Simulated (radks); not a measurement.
Values are calculated unless marked as measured or tabulated.
Task: Radial electron density D(r) = 4 pi r^2 rho(r) of an atom or ion with 7 electrons. Level of theory: scalar-relativistic Kohn-Sham, LDA (Slater exchange, Perdew-Wang correlation), spin-polarised, spherical densities, point nucleus (a radial shooting solver on a logarithmic mesh with Libxc functionals).

```
   r/bohr * D(r) (the largest magnitude, 10.9, reaches the edge; | marks zero)
  0.01525 |      *
  0.01679 |       *
  0.01863 |         *
   0.0205 |          *
  0.02275 |            *
  0.02525 |              *
  0.02779 |                 *
  0.03083 |                   *
  0.03394 |                      *
  0.03766 |                          *
  0.04179 |                             *
    0.046 |                                 *
  0.05104 |                                    *
  0.05618 |                                        *
  0.06234 |                                            *
  0.06917 |                                               *
  0.07614 |                                                  *
  0.08449 |                                                    *
    0.093 |                                                     *
   0.1032 |                                                      *
   0.1145 |                                                     *
    0.126 |                                                    *
   0.1399 |                                                 *
   0.1552 |                                              *
   0.1708 |                                          *
   0.1895 |                                     *
   0.2086 |                                 *
   0.2315 |                            *
   0.2569 |                         *
   0.2828 |                       *
   0.3138 |                      *
   0.3454 |                       *
   0.3832 |                        *
   0.4252 |                          *
   0.4681 |                            *
   0.5194 |                              *
   0.5717 |                               *
   0.6344 |                               *
   0.7039 |                             *
   0.7748 |                           *
   0.8597 |                       *
   0.9464 |                   *
     1.05 |              *
    1.165 |          *
    1.283 |       *
    1.423 |    *
    1.567 |  *
    1.738 | *
    1.929 |*
    2.123 *
    2.356 *
    2.593 *
    2.877 *
```

What is the nuclear charge?

Result: Z = 10. The innermost maximum, from 1s, lies near gamma/Z bohr with gamma = sqrt(1 - (Z/c)^2) = 0.997, here 0.0997 bohr (found: 0.103), and its height grows with Z. The density is that of the neon ion Ne3+ in [He] 2s2 2p3; the configuration itself is not fixed sharply by these data. D(r) has 2 maxima, at r = 0.103, 0.595 bohr, and minima at 0.319 bohr, inside which lie 2.21 electrons.
